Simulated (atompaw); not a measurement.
## u(r) = r·R(r): atom against pseudo-atom (Te)

Columns: radius, all-electron u(r) and pseudo u(r) of the 5p shell (level -5.97 eV) of tellurium in the configuration [Kr] 4d10 5s2 5p4; PBEsol, scalar-relativistic, PAW (atompaw) scheme, atompaw 4.2.0.5.

| r (bohr) | all-electron | pseudo |
| --- | --- | --- |
| 0.092 | -0.0894 | 0.0044 |
| 0.185 | 0.1621 | 0.0175 |
| 0.277 | 0.1711 | 0.0388 |
| 0.369 | 0.0064 | 0.0675 |
| 0.462 | -0.1723 | 0.1033 |
| 0.554 | -0.2827 | 0.1442 |
| 0.646 | -0.3127 | 0.1895 |
| 0.738 | -0.2770 | 0.2378 |
| 0.831 | -0.1964 | 0.2883 |
| 0.923 | -0.0928 | 0.3387 |
| 1.015 | 0.0198 | 0.3882 |
| 1.108 | 0.1323 | 0.4362 |
| 1.200 | 0.2365 | 0.4808 |
| 1.292 | 0.3300 | 0.5217 |
| 1.385 | 0.4122 | 0.5586 |
| 1.477 | 0.4811 | 0.5904 |
| 1.569 | 0.5380 | 0.6174 |
| 1.662 | 0.5843 | 0.6397 |
| 1.754 | 0.6198 | 0.6570 |
| 1.846 | 0.6462 | 0.6697 |
| 1.938 | 0.6645 | 0.6783 |
| 2.031 | 0.6759 | 0.6830 |
| 2.123 | 0.6811 | 0.6841 |
| 2.215 | 0.6810 | 0.6820 |
| 2.308 | 0.6765 | 0.6766 |
| 2.400 | 0.6684 | 0.6684 |

Task: How many radial nodes do the two functions have?

Result: The all-electron 5p function has n − l − 1 = 3; the pseudo-wave has 0, since the states of the same l below it are removed with the core.

Task: Is the pseudo-wave norm-conserving?

Result: No, it belongs to a PAW set: the norm inside the radius is not constrained, and the difference is carried by the augmentation charge.
